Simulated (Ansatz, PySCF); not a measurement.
Pulling on the C1–H4 bond in dimethyl selenide (SMILES C[Se]C) (multiplicity 1 held, fragments rigid). Energies count from the point at 1.088 Å.
Geometry at that point (charge 0, multiplicity 1):
```xyz
9

C      1.44143    -0.25392     0.82996
Se     0.01352     0.12219    -0.46064
C     -1.48828    -0.16951     0.76637
H      1.35596    -1.27459     1.19691
H      2.38542    -0.13533     0.30226
H      1.39575     0.45248     1.65619
H     -1.47767    -1.19296     1.13541
H     -2.40011     0.00253     0.19840
H     -1.43789     0.53411     1.59469
```

R- and RO- levels are restricted; in cc, def2 and unpolarised 6-31G sets they are followed outwards from rest. U- levels take the lowest unrestricted solution at each point, which mixes spins at long bonds. Levels need not reach the same state.

Rows in LANL2DZ carry no dispersion term and start afresh at each structure. LANL2DZ brings its own core potentials from Na on.

Codes used: Ansatz (Gaussian basis) for Hartree–Fock, density functionals and correlated methods; PySCF for LANL2DZ rows. Values without a source in brackets are computed.

Energies in eV.

```tsv
R (Å)	R-HF/cc-pVTZ	R-BP86/LANL2DZ	R-B3LYP/LANL2DZ	U-B3LYP/LANL2DZ
0.870	1.21	1.41	1.35	1.35
0.979	0.22	0.31	0.28	0.28
1.088	0.00	0.00	0.00	0.00
1.197	0.20	0.12	0.15	0.15
1.306	0.62	0.45	0.51	0.51
1.469	1.44	1.13	1.23	1.23
1.632	2.30	1.84	1.99	1.99
1.904	3.62	2.91	3.13	3.13
2.176	4.72	3.74	4.05	3.97
2.502	5.76	4.47	4.86	4.45
2.938	6.78	5.10	5.59	4.67
3.482	7.65	5.56	6.15	4.75
```

Doubts at one or more of the structures used: a restricted determinant that unrestricted orbitals would lower (R-HF/cc-pVTZ); a spin-contaminated determinant (U-B3LYP/LANL2DZ).

Ansatz is a program for electronic structure.
